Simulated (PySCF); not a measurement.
C3H7ClSi.
Numbering: `[SiH3:1][CH2:2]/[CH:3]=[CH:4]\[Cl:5]` (hydrogens: H6, H7, H8 on Si1; H9, H10 on C2; H11 on C3; H12 on C4)

The calculation used PBE0-D3(BJ)/def2-SVP geometry optimisation, gas phase (PySCF 2.14.0).

(1) List the bond lengths, angles and torsions at this level.

## Answers

(1) 
| bond | length (bohr) | order |
| --- | --- | --- |
| Si1–C2 | 3.588 | single |
| C2–C3 | 2.811 | single |
| C3=C4 | 2.525 | double |
| C4–Cl5 | 3.269 | single |
| Si1–H6, Si1–H7, Si1–H8 | 2.824 | single |
| C2–H9, C2–H10 | 2.082 | single |
| C3–H11 | 2.070 | single |
| C4–H12 | 2.062 | single |

Bonds in one row agree within 0.02 bohr and their mean is given. Orders are formal, as drawn. A selection of angles:
| angle | degrees |
| --- | --- |
| C2–Si1–H6 | 109.9 |
| H6–Si1–H7 | 108.7 |
| Si1–C2–C3 | 111.4 |
| Si1–C2–H9 | 107.6 |
| C3–C2–H9 | 110.8 |
| H9–C2–H10 | 108.0 |
| C2–C3–C4 | 126.3 |
| C2–C3–H11 | 117.9 |
| C4–C3–H11 | 115.8 |
| C3–C4–Cl5 | 123.1 |
| C3–C4–H12 | 123.3 |
| Cl5–C4–H12 | 113.5 |

Dihedral angles: Si1–C2–C3–C4 -92° (anticlinal); C2–C3–C4–Cl5 -1° (synperiplanar). The mirror-image conformer, all signs reversed, is as good.

Si1 (SiH3 silicon) is tetrahedral (angles from 108.7° to 110.0°). Of the pairs four or more bonds apart, Cl5···H9 is among the closest relative to their van der Waals radii: 2.77 Å, 94 % of the sum of Bondi's values. The C–C distances run from 1.336 Å (C3=C4, drawn double) to 1.488 Å (C2–C3, drawn single), a spread of 0.152 Å.

Point group: C1 (no symmetry element, even within 0.4 Å). No PBE0-D3(BJ)/def2-SVP frequencies stand behind this structure, so it isn't proved a minimum. The numbers are those of one conformer.
